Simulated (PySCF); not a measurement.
**Substituent chemical shifts**

Parent skeleton `[NH2:1][c:2]1[cH:3][cH:4][cH:5][s:6]1`; one hydrogen on atom 5 is replaced by X. Hydrogens on one atom are averaged.

Calculated, not measured (PySCF): GFN2-xTB geometry, GIAO PBE0/pcSseg-1 shieldings. One computed conformer, non-relativistic, fast rotation and ring inversion assumed for equivalent nuclei, no solvent model.

δ = σ(ref) − σ, references computed at the same level: 15N vs NH3; 13C, 1H vs TMS; CS2 for 33S.

Parent (X = H): N1 70.1, C2 161.7, C3 105.8, C4 131.1, C5 114.7, S6 186.0, H(C3) 6.06, H(C4) 6.72 ppm. Effects are Δδ = δ(X) − δ(H), positive for deshielding.

(1) Give Δδ (ppm) for X = CH=NH, OC2H5, ethynyl.

(2) Which position responds most, and to which substituents?

Results:

(1) 
```csv
X,SMILES,N1,C2,C3,C4,C5,S6,H(C3),H(C4)
CH=NH,[H]/N=C\c1ccc(N)s1,+6.7,+2.9,+1.5,+4.5,+22.6,-17.4,-0.10,+0.04
OC2H5,CCOc1ccc(N)s1,-6.0,-14.9,-2.3,-25.6,+43.2,-35.3,-0.25,-0.80
ethynyl,C#Cc1ccc(N)s1,+3.9,+1.7,+0.4,+10.3,-0.2,+31.3,-0.16,+0.35
```

(2) S6: from -35.3 ppm with OC2H5 to +31.3 ppm with ethynyl.

Experimental scales use liquid or dissolved standards, which lie at an offset from isolated NH3 (liquid NH3: subtract about 20 ppm). Unscaled 15N shifts of sp2 nitrogen come out 20 to 40 ppm too high even then.
